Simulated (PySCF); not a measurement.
Work out the structure from these simulated measurements.

Formula: C3H11B2N.

| Quantity | Value |
| --- | --- |
| Polarisability | 76.3 au [wB97X-D/def2-SVPD] |
| Valence photoelectron | vertical ionisation energy: 9.65 eV [ΔSCF wB97X-D/def2-SVPD] |
| XPS | B1s 195.1, B1s 195.2, C1s 289.2, C1s 289.8, C1s 291.8, N1s 405.0 eV [ΔSCF SCAN, pcX-2 on the ionised atom, pcseg-1 elsewhere, spin-free X2C] |
| UV, strongest line | among the 10 lowest singlet transitions: S5 at 7.36 eV (169 nm, f = 0.118) [TDDFT wB97X-D/def2-SVPD] |
| Triplet | lowest triplet excitation (Tamm–Dancoff): 5.23 eV [TDA wB97X-D/def2-SVPD] |
| 13C NMR | chemical shifts (computed TMS as zero) by class: 42.6 (1 C), 38.6 (1 C), 16.1 (1 C) ppm [GIAO B3LYP/pcSseg-2] |
| Rotational structure | rotational constants A, B, C: 7.742, 1.490, 1.390 GHz [PBE0-D3(BJ)/def2-SVP] |
| Dipole | 1.54 D [wB97X-D/def2-SVPD] |
| NMR, other nuclei | isotropic shieldings of nuclei other than C and H, by class: 11 (1 B), 55 (1 B), 122 (1 N) ppm [GIAO B3LYP/pcSseg-2] |
| 1H NMR | chemical shifts (computed TMS as zero) by class: 6.94 (1 H), 4.74 (1 H), 4.02 (1 H), 2.95 (3 H), 2.10 (2 H), 0.95 (3 H) ppm [GIAO B3LYP/pcSseg-2] |

Electronic properties: PySCF, gas phase, density fitting. Levels stand in brackets. The structure is a single PBE0-D3(BJ)/def2-SVP conformer in the gas phase; no vibrational or solvent corrections. NMR values are class means; diastereotopic atoms form classes of their own.

Question: Give a SMILES that accounts for the data.

Answer: Numbering: `[CH3:1][BH:2][CH2:3][BH:4][NH:5][CH3:6]`. 3 carbons fall into 3 classes; from least to most shielded: sp3 carbon bound to boron [C3] (42.6 ppm), N-methyl carbon [C6] (38.6 ppm), sp3 carbon bound to boron [C1] (16.1 ppm). Hydrogen classes from least to most shielded: 1 H on a three-coordinate boron, B2 (6.94 ppm), 1 H on a three-coordinate boron, B4 (4.74 ppm), 1 H on a boron-bound nitrogen, N5 (4.02 ppm), 3 H on an N-methyl carbon, C6 (2.95 ppm), 2 H on an sp3 carbon bound to boron, C3 (2.10 ppm), 3 H on an sp3 carbon bound to boron, C1 (0.95 ppm). The other shieldings belong to: 11 ppm, three-coordinate boron [B2]; 55 ppm, three-coordinate boron [B4]; 122 ppm, boron-bound nitrogen [N5]. The core levels belong to: B1s 195.1 eV, three-coordinate boron [B4]; B1s 195.2 eV, three-coordinate boron [B2]; C1s 289.2 eV, sp3 carbon bound to boron [C3]; C1s 289.8 eV, sp3 carbon bound to boron [C1]; C1s 291.8 eV, N-methyl carbon [C6]; N1s 405.0 eV, boron-bound nitrogen [N5]. The hole state at 195.2 eV has ⟨S²⟩ = 0.84 against 0.75, so that value is less sure. The hole state at 195.1 eV has ⟨S²⟩ = 0.85 against 0.75, so that value is less sure. The first electron is taken from the HOMO, whose largest Löwdin shares are 0.45 on the boron-bound nitrogen, 0.12 on the N-methyl carbon, 0.10 on an sp3 carbon bound to boron and 0.09 on a three-coordinate boron. The optimised geometry has point group C1 and is an asymmetric top. Structure: `CBCBNC`. Computed isomers that give other values at the same levels: `CBNB(C)C` (13C chemical shifts (computed TMS as zero) by class: 9.3 (1 C), 8.5 (2 C) ppm); `BCB(C)NC` (13C chemical shifts (computed TMS as zero) by class: 42.9 (1 C), 33.6 (1 C), 10.5 (1 C) ppm); `BNBCCC` (rotational constant A: 17.711 GHz; this holds for the one conformer computed). The assignments are read from this structure; whether some other isomer fits the data as well wasn't checked.

Conformer computed: `[CH3:1][BH:2][CH2:3][BH:4][NH:5][CH3:6]`: C1–B2–C3–B4 -85°, B2–C3–B4–N5 -92°, C3–B4–N5–C6 179°.
